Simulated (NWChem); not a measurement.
System: CH$_{2}$BF$_{3}$O; SMILES FC(BO)(F)F

The following NWChem deck was run.

```
start job
memory heap 200 mb stack 900 mb global 1100 mb
geometry units angstroms noautoz
  B     -0.753460     1.068294     0.000000
  C     -0.046338    -0.382705     0.000000
  F     -0.374721    -1.110080    -1.095826
  F     -0.374721    -1.110080     1.095826
  F      1.323904    -0.256343     0.000000
  H     -1.958632     1.186623     0.000000
  O      0.026774     2.164113     0.000000
  H      0.976721     1.919619     0.000000
end
basis spherical
  B library def2-svpd
  C library def2-svpd
  F library def2-svpd
  H library def2-svpd
  O library def2-svpd
end
dft
  xc hfexch
  iterations 150
  mulliken
end
task dft energy
```

Parts of the log:

```
             Northwest Computational Chemistry Package (NWChem) 7.3.0
             --------------------------------------------------------

 CS  symmetry detected

                             Geometry "geometry" -> ""
                             -------------------------

 Output coordinates in angstroms (scale by  1.889725989 to convert to a.u.)

  No.       Tag          Charge          X              Y              Z
 ---- ---------------- ---------- -------------- -------------- --------------
    1 B                    5.0000    -0.77452785     1.03372491     0.00000000
    2 C                    6.0000    -0.04843112    -0.40787253     0.00000000
    3 F                    9.0000    -0.36724347    -1.13949297    -1.09582600
    4 F                    9.0000    -0.36724347    -1.13949297     1.09582600
    5 F                    9.0000     1.32003522    -0.26354527     0.00000000
    6 H                    1.0000    -1.98114848     1.13623314     0.00000000
    7 O                    8.0000    -0.00873698     2.13968545     0.00000000
    8 H                    1.0000     0.94433578     1.90767479     0.00000000

 Effective nuclear repulsion energy (a.u.)     243.7494345243

      Symmetry information
      --------------------

 Group name             Cs
 Group number              2
 Group order               2
 No. of unique centers     7

  xc_inp: hfexch multiplicative factor not found.

                                 NWChem DFT Module
                                 -----------------

 Summary of "ao basis" -> "ao basis" (spherical)
 ------------------------------------------------------------------------------
       Tag                 Description            Shells   Functions and Types
 ---------------- ------------------------------  ------  ---------------------
 B                         def2-svpd                 8       20   4s2p2d
 C                         def2-svpd                 8       20   4s2p2d
 F                         def2-svpd                 9       23   4s3p2d
 H                         def2-svpd                 4        8   2s2p
 O                         def2-svpd                 9       23   4s3p2d

      Symmetry analysis of basis
      --------------------------

        a'         95
        a"         53

            General Information
            -------------------
          SCF calculation type: DFT
          Wavefunction type:  closed shell.
          No. of atoms     :     8
          No. of electrons :    48
           Alpha electrons :    24
            Beta electrons :    24
          Charge           :     0
          Spin multiplicity:     1
          Use of symmetry is: on ; symmetry adaption is: on
          Maximum number of iterations: 150
          AO basis - number of functions:   148
                     number of shells:    60
          Convergence on energy requested:  1.00D-06
          Convergence on density requested:  1.00D-05
          Convergence on gradient requested:  5.00D-04

              XC Information
              --------------
                     Hartree-Fock (Exact) Exchange  1.000

      Superposition of Atomic Density Guess
      -------------------------------------

 Sum of atomic energies:        -435.71374597

      Non-variational initial energy
      ------------------------------

 Total energy =    -437.566865
 1-e energy   =   -1088.812887
 2-e energy   =     407.496588
 HOMO         =      -0.348484
 LUMO         =      -0.000529

      Symmetry analysis of molecular orbitals - initial
      -------------------------------------------------

  Numbering of irreducible representations:

     1 a'          2 a"

  Orbital symmetries:

     1 a'          2 a"          3 a'          4 a'          5 a'
     6 a'          7 a'          8 a'          9 a"         10 a'
    11 a'         12 a'         13 a'         14 a"         15 a'
    16 a'         17 a"         18 a'         19 a"         20 a'
    21 a"         22 a"         23 a'         24 a'         25 a"
    26 a'         27 a'         28 a'         29 a"         30 a'
    31 a'         32 a'         33 a"         34 a'

     ---------------------------------------------
      Total Density - Mulliken Population Analysis
     ---------------------------------------------

    Atom       Charge   Shell Charges
 -----------   ------   -------------------------------------------------------
    1 B    5     4.66   1.99  0.94  0.18 -0.03  1.24  0.24  0.10 -0.00
    2 C    6     4.26   1.99  0.87  0.04  0.07  1.23  0.07  0.12 -0.13
    3 F    9     9.64   1.99  1.15  0.79  0.04  3.45  2.07  0.14  0.00  0.02
    4 F    9     9.64   1.99  1.15  0.79  0.04  3.45  2.07  0.14  0.00  0.02
    5 F    9     9.66   1.99  1.15  0.79  0.04  3.45  2.09  0.14  0.00  0.02
    6 H    1     0.81   0.73  0.07  0.01 -0.01
    7 O    8     8.73   1.99  1.11  0.60  0.14  3.07  1.74  0.07  0.01  0.01
    8 H    1     0.61   0.54  0.01  0.06  0.00

   convergence    iter        energy       DeltaE   RMS-Dens  Diis-err
 ---------------- ----- ----------------- --------- --------- ---------
 d= 0,ls=0.0,diis     1   -436.4629055651 -6.80D+02  7.76D-03  1.49D+00
 d= 0,ls=0.0,diis     2   -436.5773229879 -1.14D-01  3.18D-03  5.45D-01
 d= 0,ls=0.0,diis     3   -436.6244203075 -4.71D-02  9.20D-04  9.48D-03
 d= 0,ls=0.0,diis     4   -436.6260047327 -1.58D-03  2.82D-04  8.35D-04
 d= 0,ls=0.0,diis     5   -436.6261538743 -1.49D-04  8.03D-05  5.10D-05
  Resetting Diis
 d= 0,ls=0.0,diis     6   -436.6261648146 -1.09D-05  2.74D-05  9.57D-06
 d= 0,ls=0.0,diis     7   -436.6261663112 -1.50D-06  5.36D-06  4.55D-07
 d= 0,ls=0.0,diis     8   -436.6261664043 -9.31D-08  2.36D-06  1.03D-07

         Total DFT energy =     -436.626166404331
      One electron energy =    -1090.234614324504
           Coulomb energy =      458.055367159434
    Exchange-Corr. energy =      -48.196353763522
 Nuclear repulsion energy =      243.749434524261

 Numeric. integr. density =        0.000000000000

[...]
```

Level: Hartree-Fock/def2-SVPD. All runs use the structure optimised with PBE-D3(BJ)/def2-SVP.
